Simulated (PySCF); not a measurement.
**What builds the second ionisation energy along the third row**

All values are computed (PySCF 2.14, energy differences of UHF-based or UKS calculations, no spin-orbit coupling). Each column adds one step, in eV (sums use unrounded values): valence MP2, valence CCSD, valence triples, then the next inner shell at CCSD(T) (Al 2s 2p, Si 2s 2p, P 2s 2p, S 2s 2p, Cl 2s 2p, Ar 2s 2p). References (NIST) marked * lie between the lowest fine-structure levels; the others compare directly ((s) semi-empirical, (t) theoretical).

```json
{"element": "Al [Ne] 3s2 → [Ne] 3s1 (x2c-TZVPPall with one added diffuse shell each of s, p, d type, spin-free X2C)", "UHF": "17.561", "+ MP2": "0.751", "+ CCSD": "0.318", "+ (T)": "0.000", "+ inner shell": "0.123", "sum": "18.753", "reference": "18.829"}
{"element": "Si [Ne] 3s2 3p1 → [Ne] 3s2 (x2c-TZVPPall with one added diffuse shell each of s, p, d type, spin-free X2C)", "UHF": "15.825", "+ MP2": "0.259", "+ CCSD": "0.116", "+ (T)": "0.029", "+ inner shell": "-0.009", "sum": "16.222", "reference": "16.322"}
{"element": "P [Ne] 3s2 3p2 → [Ne] 3s2 3p1 (x2c-TZVPPall with one added diffuse shell each of s, p, d type, spin-free X2C)", "UHF": "19.150", "+ MP2": "0.447", "+ CCSD": "0.040", "+ (T)": "0.035", "+ inner shell": "-0.002", "sum": "19.669", "reference": "19.769 (s) *"}
{"element": "S [Ne] 3s2 3p3 → [Ne] 3s2 3p2 (x2c-TZVPPall with one added diffuse shell each of s, p, d type, spin-free X2C)", "UHF": "22.702", "+ MP2": "0.617", "+ CCSD": "-0.066", "+ (T)": "0.038", "+ inner shell": "0.001", "sum": "23.292", "reference": "23.338 *"}
{"element": "Cl [Ne] 3s2 3p4 → [Ne] 3s2 3p3 (x2c-TZVPPall with one added diffuse shell each of s, p, d type, spin-free X2C)", "UHF": "22.565", "+ MP2": "0.767", "+ CCSD": "0.110", "+ (T)": "0.030", "+ inner shell": "0.014", "sum": "23.487", "reference": "23.771"}
{"element": "Ar [Ne] 3s2 3p5 → [Ne] 3s2 3p4 (x2c-TZVPPall with one added diffuse shell each of s, p, d type, spin-free X2C)", "UHF": "26.350", "+ MP2": "0.977", "+ CCSD": "-0.034", "+ (T)": "0.034", "+ inner shell": "0.012", "sum": "27.340", "reference": "27.630 *"}
```

What remains against the references is mostly basis incompleteness and, for starred values, spin-orbit coupling.

These are valence bases, so the inner-shell step is incomplete.
